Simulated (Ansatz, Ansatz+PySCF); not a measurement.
```xyz
5

Ge   -0.0356    0.0261    0.0235
H     0.8951    0.9195    0.9251
H     0.9254   -0.8554   -0.8820
H    -0.8425    0.9050   -0.8745
H    -0.9051   -0.8424    0.8751
```

RHF-MP2 on singlet GeH4 was run in several spherical basis sets with Ansatz (development build ahead of 0.2.0). Frozen core: 9 orbitals.

Question: Rank the basis sets by the total energy that they give, lowest first, with the distance from the lowest.
A. STO-3G
B. 6-31G
C. def2-SVP
D. def2-TZVP
E. 6-31G(d)
F. cc-pVDZ
G. aug-cc-pVDZ

Answer: D (0.00 eV), G (4.29 eV), F (4.55 eV), C (7.65 eV), E (8.57 eV), B (11.34 eV), A (648.34 eV).

Totals follow the description of the cores as much as that of the bonds, so this order isn't one of quality for chemistry.
